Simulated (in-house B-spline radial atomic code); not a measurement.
## One electron outside the [Ne] 3s2 3p6 core: the titanium ion Ti³⁺

Computed with a B-spline radial code for spherical atoms, no-pair Dirac-Coulomb Hamiltonian, finite nucleus. Rungs: frozen-core Dirac-Hartree-Fock (DHF); Brueckner orbitals from the second-order correlation potential; the same with the Coulomb interaction screened by the core and the hole-particle interaction summed; Breit and QED terms from differences of relaxed Dirac-Fock atoms, where computed. Partial waves beyond l = 6 are extrapolated. The tables show a selection of states; those near core-excited levels, with erratic corrections or far from their DHF start are never shown.

The lowest nd levels tend to come out too strongly bound in this method, by some 0.05 to 0.2 eV for each d electron where measurements exist, which shifts their lines and rates.

Command:
```bash
python run_mb.py task.json out
```
Settings (nuclear radius in fm, box in bohr, cutoff in hartree):
```
basis_form          2
Z                   22
core_configuration  [Ne] 3s2 3p6
rms_radius          3.5921
mass_number         48
speed_of_light      137.036
box_radius          52.8
lmax                6
intervals           69
virtual_cutoff      968.0
```

Run time, properties included: 79 s on 1 thread of Arm Neoverse V1 (shared host).

Removal energies (eV):

```csv
state,DHF,second order,screened,Breit + QED,final
3d3/2,41.3665,43.6668,43.4501,0.00971,43.4598
3d5/2,41.3217,?,?,?,?
4s1/2,32.4888,33.4538,33.3115,-0.00811,33.3034
4p1/2,26.7646,27.4973,27.3987,-0.00568,27.393
4p3/2,26.6672,27.3912,27.2937,-0.00286,27.2908
4d3/2,18.3649,18.9104,18.8443,0.000832,18.8451
4d5/2,18.3542,18.8988,18.8325,0.00188,18.8344
5s1/2,16.6608,?,?,?,?
5p1/2,14.433,14.7011,14.667,-0.00228,14.6647
5p3/2,14.3944,14.6603,14.6265,-0.00116,14.6253
```

Question: What does correlation do to 3d5/2?

Answer: It adds 2.29 eV to the removal energy in second order and 2.074 eV with screening; Breit and QED add 0.0162 eV, for a final 43.412 eV.

Question: What does correlation do to 5s1/2?

Answer: It adds 0.315 eV to the removal energy in second order and 0.2682 eV with screening; Breit and QED add -0.00298 eV, for a final 16.9261 eV.

Question: How does the lowest state compare with the NIST ionisation energy?

Answer: 3d3/2 is bound by 43.460 eV, without recoil; NIST lists 43.26717 ± 0.00019 eV (measured), a difference of +0.19 eV.

Electric-dipole lines from 3d3/2 (reduced matrix elements in atomic units, length form, static core polarisation, sign of DHF taken positive):

| upper | DHF | + core polarisation | + Brueckner | λ (nm) | A (s⁻¹) |
| --- | --- | --- | --- | --- | --- |
| 4p1/2 | 1.016 | 0.9646 | 0.9085 | 77.168 | 1.82e+09 |
| 4p3/2 | 0.4508 | 0.4282 | 0.4031 | 76.68 | 1.83e+08 |

Magnetic hyperfine constants per unit nuclear g factor (MHz, nucleus as a uniformly magnetised ball; they apply to isotopes with nuclear spin):

```tsv
state	DHF	+ core polarisation	+ Brueckner
4s1/2	4518	5272	5664
4p1/2	1018	1198	1304
4p3/2	195.5	252	272.1
5s1/2	1651	1908	1973
5p1/2	408.1	475.5	499.8
5p3/2	78.52	98.21	102.3
```

Question: What is the static scalar polarisability of 3d3/2?

Answer: 2.014 bohr³: 1.482 from the core and 0.5315 from the valence electron, Pauli blocking included.
